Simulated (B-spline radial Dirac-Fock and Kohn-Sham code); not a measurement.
# Kohn-Sham estimates against Dirac-Fock for the levels of Si

System: atomic silicon in the configuration [Ne] 3s1 3p3 (an excited configuration).

The density-functional columns are spherical, spin-unpolarised Dirac-Kohn-Sham results without Breit or QED terms: −ε is minus the orbital energy of the initial state and ΔSCF the difference of two total energies. The reference in the last column comes from relaxed Dirac-Fock hole states (ΔSCF) with Breit and QED corrections and a finite nucleus. All numbers are from a radial atomic solver, in eV; a selection of levels is shown.

```tsv
level	LDA −ε	LDA ΔSCF	Dirac-Fock
L3 (2p3/2)	96.98	111.3	109.5
M1 (3s)	11.63	15.95	16.17
M2,3 (3p)	4.74	8.43	7.05
```

Values without a named source are computed, but for edge energies of neutral atoms, which are taken from tables.
